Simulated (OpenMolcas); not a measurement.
**Ca⁺: effect of the level shift or regulariser**

* Program: OpenMolcas
* Basis: ANO-RCC-VTZP [6s5p2d1f]
* Scalar Hamiltonian: DKH2, point nucleus
* Active space: 1 electron in 4 orbitals (4s 4p)
* State averaging: 2S+1 = 2 even, 1 root; 2S+1 = 2 odd, 3 roots
* Spin-orbit coupling: state interaction with AMFI integrals over the reference wave functions, term energies averaged over their components

Methods on the same reference wave functions:
A. CASSCF
B. SS-CASPT2, IPEA 0.25 Eh, imaginary shift 0.1 Eh (closed shells correlated: 3s 3p)
C. SS-CASPT2, IPEA 0.25 Eh, real shift 0.2 Eh (closed shells correlated: 3s 3p)

Energies in cm⁻¹ above 4s ²S_1/2, the measured ground level; measured values from NIST Handbook of Basic Atomic Spectroscopic Data.

```tsv
Level	A	B	C	Measured
4s ²S_1/2	0.0	0.0	0.0	0.0
4p ²P°_1/2	23624	25059	25052	25192
4p ²P°_3/2	23775	25210	25203	25414
```

Deviations, from unrounded energies. A percentage is the sum of absolute deviations over the sum of measured energies, with the sign that they share, or ± where signs differ.

| Against measurement | Levels | A | B | C |
| --- | --- | --- | --- | --- |
| mean absolute deviation (cm-1) | 2 | 1600 | 170 | 180 |
| other configurations (%) | 2 | -6.3 | -0.7 | -0.7 |

B, C lie about equally close to measurement and A furthest from it. The largest miss of B in the table is 4p ²P°_3/2, by -200 cm-1. The ranking rests on the paired levels alone, and a cruder setting can come out closer through cancelling errors.

Between B and C the level of the table that moves most is 4p ²P°_3/2, by 7.5 cm-1 (lowest in C, highest in B).

The lowest spin-free term lies below A's lowest term by 0.225 hartree in B, 0.225 hartree in C.

ANO sets are built for ground and valence states and can reach diffuse excited orbitals poorly. With one active electron the reference holds no correlation, so core polarisation is missing (holds for A). With one active electron, CASPT2 adds the correlation within the correlated inactive shells and between them and that electron, and leaves the splitting within a term as the reference gives it (holds for B; C). Measured partners are found by configuration, term and J. A level has none where our copy of the source lacks it or the pairing is in doubt (some pairs that miss far off the trend of their configuration count as doubtful), and it then counts in no deviation. Levels of configurations outside the active space are missing.

° marks odd parity.
